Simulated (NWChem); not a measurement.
CrH₂S₂O₂; SMILES [O]=[Cr](=[O])([SH])[SH]

```xyz
7

Cr     0.0000     0.0000     0.3825
O      0.0616    -1.2801     1.2218
O     -0.0616     1.2801     1.2218
S      1.8183    -0.0175    -0.8284
H      1.7320     1.3049    -1.1097
S     -1.8183     0.0175    -0.8284
H     -1.7320    -1.3049    -1.1097
```
Atoms are numbered in this order, from 1.

All runs: NWChem. Medium grid unless said otherwise, to which SCAN and Minnesota functionals are sensitive. Coordinates come from a PBE0/def2-SVP optimisation. Not confirmed as a minimum by frequencies. B3LYP is NWChem's, with the RPA form of VWN correlation.

Q: Order these by “dipole (D)”, lowest first: B97-D/def2-SVP; B3LYP/def2-SVP; MPW1K/def2-SVP; r2SCAN/def2-SVP.

A: B97-D/def2-SVP (2.04), r2SCAN/def2-SVP (2.11), B3LYP/def2-SVP (2.18), MPW1K/def2-SVP (2.29)
